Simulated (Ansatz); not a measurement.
Reaction (ligand exchange at a B–C bond): `OCBO[SiH3]` + `OCF` → `FCOBO[SiH3]` + CH₃OH

Isolated molecules relaxed with PBE0-D4/def2-TZVP in Ansatz; ΔE leaves out vibrations. CCSD(T)/CBS adds triple-zeta CCSD(T) − MP2 to the extrapolated MP2 energy (def2 sets, frozen cores). This one scheme is used for every species. Functionals use def2-TZVPP. B3LYP here is the variant with VWN-RPA as its local correlation; programs differ in this. Each species was taken in one conformer, which may not be the lowest.

```csv
level,ΔE (kJ/mol),difference from CCSD(T)/CBS
PBE-D4,-128.3,6.5
r2SCAN-D4,-136.3,-1.5
PBE0-D4,-130.7,4.1
B3LYP-D4,-137.0,-2.2
ωB97X-V,-133.4,1.4
ωB97M-V,-134.0,0.8
B2PLYP,-137.6,-2.8
PBE,-127.4,7.4
r2SCAN,-136.0,-1.2
PBE0,-129.9,4.9
B3LYP,-135.7,-0.9
HF/def2-TZVPP,-144.6,-9.8
MP2/def2-TZVPP,-138.1,-3.3
SCS-MP2/def2-TZVPP,-138.8,-4.0
CCSD/def2-TZVPP,-136.9,-2.1
CCSD(T)/def2-TZVPP,-136.8,-2.0
HF/def2-QZVPP,-145.2,-10.4
MP2/def2-QZVPP,-137.1,-2.3
SCS-MP2/def2-QZVPP,-137.9,-3.1
HF/CBS(def2),-145.2,-10.4
MP2/CBS(def2),-136.0,-1.2
CCSD/CBS(def2),-134.8,0.0
CCSD(T)/CBS,-134.8,0
```

Largest T1 diagnostic among the species: 0.013.

In def2-TZVPP, CCSD(T) changes the Hartree–Fock value by +7.7 kJ/mol (the triples alone add +0.0 kJ/mol) and MP2 by +6.5 kJ/mol.
